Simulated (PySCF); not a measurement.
## Correlation energy of B (boron, neutral)

[He] 2s1 2p2, high-spin 4P determinant (an excited configuration). All numbers are calculated (PySCF 2.14, the non-relativistic Hamiltonian (point nucleus), in dyall-acv3z (15s9p4d2f, 76 functions)). Frozen: 1s2; 3 electrons correlated; the 18 highest virtual orbitals of each spin left out.

| level | correlation energy (mhartree) |
| --- | --- |
| CCSD | -16.42 |
| (T) | -0.11 |
| CCSD(T) | -16.53 |

Diagnostics: T1 = 0.0042, D1 = 0.0066, largest double amplitude 0.034.

Question: Is a single reference adequate?

Answer: Yes: T1 lies below 0.03 and no double amplitude reaches 0.07.
